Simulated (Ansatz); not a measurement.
Computed with Ansatz on PBE0-D4/def2-TZVP structures; ΔE is electronic, products minus reactants. CCSD(T)/CBS adds triple-zeta CCSD(T) − MP2 to the extrapolated MP2 energy (def2 sets, frozen cores). One conformer a species, not always the lowest.

Reaction (isomerisation): `CCBBO` → `CBCBO`

```json
{"species": "`CCBBO`", "CCSD(T)/CBS(def2) energy (Eh)": "-205.70103"}
{"species": "`CBCBO`", "CCSD(T)/CBS(def2) energy (Eh)": "-205.74171"}
```

(1) Work out ΔE.

Largest T1 diagnostic among the species: 0.012.

## Answers

(1) ΔE = (-205.74171) − (-205.70103) = -0.04068 Eh = -25.5 kcal/mol.

In def2-TZVPP, CCSD(T) changes the Hartree–Fock value by −1.0 kcal/mol (the triples alone add −0.3 kcal/mol) and MP2 by −2.6 kcal/mol.
